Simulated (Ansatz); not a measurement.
Geometry optimisation, Ansatz, RKS PBE-D4/def2-SVP.

The input (input.yaml):

```yaml
crystal:
  periodic: [false, false, false]
  atoms:
    - { symbol: K, position_ang: [0.0364, 0.0509, -1.8325] }
    - { symbol: F, position_ang: [-0.0038, -0.0054, 0.4434] }
    - { symbol: H, position_ang: [-0.0326, -0.0456, 1.3891] }
total_charge: 1
basis:
  gaussian: { orbitals: def2-SVP }
hamiltonian:
  xc: pbe
  dispersion: d4
relax:
  f_tol: 0.02
  max_steps: 40
scf:
  lower_state_search: "off"
output:
  orbitals: {}
```

Run as:

```bash
$ ansatz run input.yaml --threads 1 --pin off --max-ram 2048MiB --backend cpu --events-out ev --progress --plain --runs-dir out
```

**Question.** Where does it end, and by what steps?

**Answer.** The run converged. Limits of this set-up: the dipole of an ion depends on the origin. After 3 steps the energy has fallen by 0.080 eV; K1 moved furthest, 0.14 Å.

```tsv
step	energy less start (eV)	largest force component (eV/Å)	accepted
0	0.0000	1.091	yes
1	-0.0721	0.336	yes
2	-0.0800	0.037	yes
3	-0.0801	0.002	yes
```

```xyz
3
Properties=species:S:1:pos:R:3
K 0.040 0.056 -1.975
F -0.009 -0.013 0.517
H -0.031 -0.043 1.458
```

The run took 2.7 s on 1 thread of Arm Neoverse V2, on a shared host, peak memory 0.1 GiB.
